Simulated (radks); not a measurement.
Results of a calculation; reference values are marked as such.
Problem. The mean radii <r> (bohr) of the occupied orbitals of an atom or ion are listed with their occupations. Code: a radial shooting solver on a logarithmic mesh with Libxc functionals. Model: scalar-relativistic Kohn-Sham, PBE, spin-polarised, spherical densities, finite nucleus; Fermi nuclear charge, rms radius of each element as measured or else 0.836 A^(1/3) + 0.57 fm.

| orbital | occ. | <r> |
|---|---|---|
| 1s down | 1 | 0.03707 |
| 1s up | 1 | 0.03707 |
| 2s up | 1 | 0.1626 |
| 2s down | 1 | 0.1626 |
| 2p up | 3 | 0.1417 |
| 2p down | 3 | 0.1417 |
| 3s up | 1 | 0.4584 |
| 3s down | 1 | 0.4584 |
| 3p up | 3 | 0.4620 |
| 3p down | 3 | 0.4620 |
| 3d up | 5 | 0.4523 |
| 3d down | 5 | 0.4523 |
| 4s up | 1 | 1.205 |
| 4s down | 1 | 1.201 |
| 4p up | 3 | 1.345 |
| 4p down | 3 | 1.339 |
| 4d up | 1 | 1.848 |
| 5f up | 1 | 9.019 |

Name the element and its charge. Open shells, if any, are filled with parallel spins first.

Solution. Z = 40, zirconium, charge +2: Zr2+ in [Kr] 4d1 5f1. The 1s radius gives Z: for a bare nucleus <r> = (2 gamma + 1)/(2Z) with gamma = sqrt(1 - (Z/c)^2), 0.03641 bohr for Z = 40, and screening makes it slightly larger (0.03707 here). The occupations add up to 38, and the charge is Z minus that.
